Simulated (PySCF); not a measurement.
NaSe: script and output

The script input.py:

```python
from pyscf import gto, scf, solvent

mol = gto.M(
    atom='Na 0 0 0; Se 0 0 2.877',
    basis='x2c-svpall',
    charge=0,
    spin=1,
    verbose=4,
)
mf = scf.UHF(mol)
mf = mf.sfx2c1e()
mf = solvent.PCM(mf)
mf.with_solvent.eps = 20.5
mf.kernel()
mf.analyze()
print('orbital energies (hartree):', [e[max(0, n-3):n+3].round(4) for e, n in zip(mf.mo_energy, mol.nelec)])
```

```bash
$ OMP_NUM_THREADS=1 python input.py
```

Output (some set-up lines and the per-cycle HOMO/LUMO lines with their warnings removed):

```
PySCF version 2.14.0

[INPUT] verbose = 4
[INPUT] num. atoms = 2
[INPUT] num. electrons = 45
[INPUT] charge = 0
[INPUT] spin (= nelec alpha-beta = 2S) = 1
[INPUT] symmetry False subgroup None
[INPUT] Mole.unit = angstrom
[INPUT] Symbol           X                Y                Z      unit          X                Y                Z       unit  Magmom
[INPUT]  1 Na     0.000000000000   0.000000000000   0.000000000000 AA    0.000000000000   0.000000000000   0.000000000000 Bohr   0.0
[INPUT]  2 Se     0.000000000000   0.000000000000   2.877000000000 AA    0.000000000000   0.000000000000   5.436742060374 Bohr   0.0

nuclear repulsion = 68.7911980827529
number of shells = 6
number of NR pGTOs = 107
number of NR cGTOs = 47
basis = x2c-svpall
ecp = {}

******** <class 'pyscf.solvent._attach_solvent.PCMsfX2C1eUHF'> ********
method = PCMsfX2C1eUHF
initial guess = minao
damping factor = 0
level_shift factor = 0
DIIS = <class 'pyscf.scf.diis.CDIIS'>
diis_start_cycle = 1
diis_space = 8
diis_damp = 0
SCF conv_tol = 1e-09
SCF conv_tol_grad = None
SCF max_cycles = 50
direct_scf = True
direct_scf_tol = 1e-13
number electrons alpha = 23  beta = 22

******** <class 'pyscf.x2c.sfx2c1e.SpinFreeX2CHelper'> ********
approx = 1e
xuncontract = 1
******** <class 'pyscf.solvent.pcm.PCM'> (In testing) ********

WARN: PCM is an experimental feature. It is still in testing.
Features and APIs may be changed in the future.

lebedev_order = 29 (302 grids per sphere)
eps = 20.5
frozen = False
Set gradient conv threshold to 3.16228e-05
PCM E_diel = -0.000317459618194664
Solvent Energy = -0.000317459618194664
init E= -2589.35323862859

PCM E_diel = -0.0371205830136102
Solvent Energy = -0.0371205830136102
cycle= 1 E= -2589.7205313066  delta_E= -0.367  |g|= 0.113  |ddm|= 0.883
PCM E_diel = -0.0356783852099397
Solvent Energy = -0.0356783852099397
cycle= 2 E= -2589.73079233871  delta_E= -0.0103  |g|= 0.0463  |ddm|= 0.273
PCM E_diel = -0.0364944942639767
Solvent Energy = -0.0364944942639767
cycle= 3 E= -2589.73162324984  delta_E= -0.000831  |g|= 0.0167  |ddm|= 0.0433
PCM E_diel = -0.0367621364663429
Solvent Energy = -0.0367621364663429
cycle= 4 E= -2589.73177106858  delta_E= -0.000148  |g|= 0.0036  |ddm|= 0.0189
PCM E_diel = -0.0369376019950274
Solvent Energy = -0.0369376019950274
cycle= 5 E= -2589.73179375976  delta_E= -2.27e-05  |g|= 0.000784  |ddm|= 0.01
PCM E_diel = -0.0370029161000706
Solvent Energy = -0.0370029161000706
cycle= 6 E= -2589.73179548339  delta_E= -1.72e-06  |g|= 0.000247  |ddm|= 0.00333
PCM E_diel = -0.0370151686032157
Solvent Energy = -0.0370151686032157
cycle= 7 E= -2589.73179568712  delta_E= -2.04e-07  |g|= 7.96e-05  |ddm|= 0.00126
PCM E_diel = -0.0370132183286182
Solvent Energy = -0.0370132183286182
cycle= 8 E= -2589.7317957148  delta_E= -2.77e-08  |g|= 2.45e-05  |ddm|= 0.000477
PCM E_diel = -0.0370115450118821
Solvent Energy = -0.0370115450118821
cycle= 9 E= -2589.73179571767  delta_E= -2.87e-09  |g|= 5.51e-06  |ddm|= 0.000178
PCM E_diel = -0.0370111022512898
Solvent Energy = -0.0370111022512898
cycle= 10 E= -2589.73179571778  delta_E= -1.03e-10  |g|= 1.02e-06  |ddm|= 3.47e-05
PCM E_diel = -0.0370110617382014
Solvent Energy = -0.0370110617382014
Extra cycle  E= -2589.73179571778  delta_E= -1.36e-12  |g|= 6.42e-07  |ddm|= 2.52e-06
converged SCF energy = -2589.73179571778  <S^2> = 0.75669102  2S+1 = 2.0066799
**** SCF Summaries ****
Total Energy =                       -2589.731795717777004
Nuclear Repulsion Energy =              68.791198082752885
One-electron Energy =                -3749.087651770037155
Two-electron Energy =                 1090.601669031245365
Two-electron Coulomb Energy =         1191.645464573558002
DFT Exchange-Correlation Energy =     -101.043795542312637
**** MO energy ****
                             alpha | beta                alpha | beta
[12 lines left out]
MO #13  energy= -2.49535066237887  | -2.48940500540716  occ= 1 | 1
MO #14  energy= -2.49403433644665  | -2.48812894953795  occ= 1 | 1
MO #15  energy= -2.4821840689275   | -2.48186924844841  occ= 1 | 1
MO #16  energy= -2.4821750612858   | -2.48184949089774  occ= 1 | 1
MO #17  energy= -1.55075045201853  | -1.55073290697464  occ= 1 | 1
MO #18  energy= -1.55051993497605  | -1.55062858671864  occ= 1 | 1
MO #19  energy= -1.5487794226148   | -1.54891435722271  occ= 1 | 1
MO #20  energy= -0.83310340423704  | -0.739950870661018 occ= 1 | 1
MO #21  energy= -0.358933669635498 | -0.296739429415184 occ= 1 | 1
MO #22  energy= -0.317374316450389 | -0.285664202386878 occ= 1 | 1
MO #23  energy= -0.305888358631713 | 0.0233508882730953 occ= 1 | 0
MO #24  energy= 0.0225998321453922 | 0.0469205651303648 occ= 0 | 0
MO #25  energy= 0.098196457000154  | 0.100198510590457  occ= 0 | 0
MO #26  energy= 0.100301803031928  | 0.115653845970533  occ= 0 | 0
[21 lines left out]

To work with the spin densities directly, `use mulliken_meta_spin()` only printing them here.

 ** Mulliken spin pop alpha/beta on meta-lowdin orthogonal AOs **
 ** Mulliken Spin Density (per AO)  **
 ** Mulliken Spin Density (per atom)  **
spin density of  0 Na =     -0.01387
spin density of  1 Se =      1.01387
 ** Mulliken pop alpha/beta on meta-lowdin orthogonal AOs **
 ** Mulliken pop       alpha | beta **
pop of  0 Na 1s        1.00000 | 1.00000
pop of  0 Na 2s        0.99994 | 0.99994
pop of  0 Na 3s        0.06861 | 0.08043
pop of  0 Na 4s        0.00090 | 0.00133
pop of  0 Na 2px       1.00000 | 1.00000
pop of  0 Na 2py       1.00000 | 1.00000
pop of  0 Na 2pz       0.99995 | 0.99995
pop of  0 Na 3px       0.00410 | 0.00555
pop of  0 Na 3py       0.00208 | 0.00080
pop of  0 Na 3pz       0.00302 | 0.00428
pop of  0 Na 3dxy      0.00000 | 0.00001
pop of  0 Na 3dyz      0.00033 | 0.00014
[35 lines left out]
In total            23.00000 | 22.00000
 ** Mulliken atomic charges   ( Nelec_alpha | Nelec_beta ) **
charge of  0Na =      0.82679  (     5.07967      5.09354 )
charge of  1Se =     -0.82679  (    17.92033     16.90646 )
Dipole moment(X, Y, Z, Debye): -0.00000,  0.00000, -11.69983
orbital energies (hartree): [array([-0.3589, -0.3174, -0.3059,  0.0226,  0.0982,  0.1003]), array([-0.74  , -0.2967, -0.2857,  0.0234,  0.0469,  0.1002])]
```

In short: E(SCF) = -2589.731796 Eh, 10 cycles, ⟨S²⟩ = 0.757, μz(SCF) = -11.70 D.

It ran on AMD EPYC 7R43 64-Core (1 thread, shared host) in 4.4 s, peak memory 0.15 GiB.

The bond length is a typed value, not an optimised one. No search for the lowest solution was made.
